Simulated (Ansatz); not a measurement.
H2S, charge +1, doublet, geometry from GFN2-xTB (a state made from the parent by changing its charge; the spin is typed, not shown lowest); CCSD(T)/STO-3G (Ansatz, an electronic-structure program).

Input for Ansatz:
Ansatz 0.2 input:
```yaml
crystal:
  periodic: [false, false, false]
  atoms:
    - {symbol: S, position_ang: [-0.00036152, -0.00213359, 0.10390253]}
    - {symbol: H, position_ang: [-0.03847239, 1.00861520, -0.81100328]}
    - {symbol: H, position_ang: [0.04425671, -0.97447779, -0.85143727]}
basis:
  gaussian:
    orbitals: STO-3G
total_charge: 1
magnetization: {spin_polarized: true, initial_magnetization: 1}
correlation: {method: ccsd_t, electrons: outside_noble_gas}
accuracy: high
```

What does Ansatz print? Leave out banner, timings and long lists.


```
Functional definition: HF
163 factors; integrals over basis functions are off by at most 1.6e-8 eV
mean field evaluation 1: about -10722.7916 eV, gradient 4.5e0 eV
mean field evaluation 2: about -10722.7934 eV, gradient 4.5e0 eV
mean field evaluation 4: about -10722.9867 eV, gradient 4.3e-1 eV
mean field evaluation 8: about -10722.9917 eV, gradient 4.8e-7 eV
mean field evaluation 16: about -10722.9917 eV, gradient 4.1e-8 eV
mean field evaluation 32: about -10719.6525 eV, gradient 1.1e-3 eV
mean field -10722.99173034 eV, -394.0626777853 hartree, gradient 4.1e-8 eV, S^2 0.758433; 1 other end points of the search recorded, 0 dependent functions left out
determinant -10722.99173034 eV, -394.0626777853 hartree, with singles and doubles -10724.16437601 eV, -394.1057717185 hartree
determinant -10719.65254591 eV, -393.9399650208 hartree, with singles and doubles -10720.67841660 eV, -393.9776650734 hartree
5 core orbitals not correlated
reference -10722.99173034 eV, -394.0626777853 hartree; 4, 3 occupied and 2, 3 virtual orbitals, 163 factors
second order -0.75835888 eV of doubles, -0.00000000 eV of singles
cycle   1  -1.17284614 eV  change   -2.0e-4 eV  update   8.7e-5
cycle   2  -1.17301722 eV  change   -1.7e-4 eV  update   4.6e-5
cycle   3  -1.17302463 eV  change   -7.4e-6 eV  update   1.6e-5
cycle   4  -1.17302460 eV  change    3.5e-8 eV  update   4.3e-6
cycle   5  -1.17302812 eV  change   -3.5e-6 eV  update   1.3e-6
cycle   6  -1.17302973 eV  change   -1.6e-6 eV  update   2.7e-7
cycle   7  -1.17302968 eV  change    4.6e-8 eV  update   3.5e-8
cycle   8  -1.17302963 eV  change    5.3e-8 eV  update   1.5e-8
cycle   9  -1.17302965 eV  change   -1.9e-8 eV  update   2.1e-8
cycle  10  -1.17302967 eV  change   -2.3e-8 eV  update   8.2e-9
cycle  11  -1.17302968 eV  change   -3.0e-9 eV  update   1.5e-9
cycle  12  -1.17302967 eV  change    1.1e-9 eV  update  3.9e-10
cycle  13  -1.17302967 eV  change   2.2e-10 eV  update  1.3e-10
perturbative correction -0.00082682 eV, -0.0000303850 hartree
Total energy: -10724.16558684 eV, -394.1058162157 hartree
```
